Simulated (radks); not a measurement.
W0.75+, configuration [Xe] 4f14 5d4 6s(up 1, down 0.25) (fractional occupations, a model configuration). Calculated with a radial shooting solver on a logarithmic mesh with Libxc functionals: scalar-relativistic Kohn-Sham, BLYP, spin-polarised, spherical densities, finite nucleus; open shells are filled with parallel spins first (spin-orbit coupling, left out, can overturn this in heavy ions); Fermi nuclear charge, rms radius 5.3658 fm.

Normalised radial functions P(r) = r R(r), r in bohr:

r,5p down
0.0007875,0.0012
0.001067,0.0019
0.001446,0.0032
0.001976,0.0054
0.002678,0.0089
0.003629,0.0146
0.004919,0.0240
0.006666,0.0388
0.009035,0.0616
0.01234,0.0960
0.01673,0.1414
0.02267,0.1948
0.03073,0.2426
0.04164,0.2556
0.05643,0.1921
0.07648,0.0235
0.1045,-0.2177
0.1416,-0.3641
0.1919,-0.2278
0.2601,0.1904
0.3525,0.5295
0.4777,0.3538
0.6527,-0.3184
0.8846,-0.9138
1.199,-1.0174
1.625,-0.6978
2.202,-0.3147
2.984,-0.0904
4.077,-0.0141
5.525,-0.0011
7.488,0.0000
10.15,0.0000

5p down: eigenvalue -47.147 eV, 3 radial nodes at r = 0.0790, 0.230, 0.571 bohr, <r> = 1.25 bohr, 90 % of the charge inside 1.82 bohr.
